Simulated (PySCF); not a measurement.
# I⁺: ionisation energy

I⁺ [Kr] 4d10 5s2 5p4 (3P) → I²⁺ [Kr] 4d10 5s2 5p3 (4S), as a difference of total energies. Computed with PySCF 2.14 in x2c-QZVPPall with one added diffuse shell each of s, p, d, f type (14s10p8d5f1g, 128 functions), with scalar relativity by spin-free X2C-1e. Correlated levels: valence: [Kr] 4d10 frozen; valence and next inner shell: [Ar] 3d10 frozen. The calculations carry no spin-orbit coupling.

| method | ionisation energy (eV) |
| --- | --- |
| UHF | 17.676 |
| LDA | 19.054 |
| PBE | 18.734 |
| PBE0 | 18.750 |
| r2SCAN | 18.757 |
| wB97X-V | 18.912 |
| M06 | 18.730 |
| MN15 | 18.711 |
| MP2 (valence) | 18.410 |
| SCS-MP2 (valence) | 18.495 |
| MP2 (valence and next inner shell) | 18.550 |
| SCS-MP2 (valence and next inner shell) | 18.586 |

Q: How much does correlation contribute at MP2 (valence and next inner shell)?

A: 18.550 − (17.676) = 0.874 eV, measured against UHF.

A first-order spin-orbit estimate (lowest level to lowest level, LS coupling) adds 0.334 eV.

Errors of the correlated levels include the incompleteness of this basis and the frozen core.

For comparison: 19.131 eV (measured; NIST Atomic Spectra Database, ionization energies).
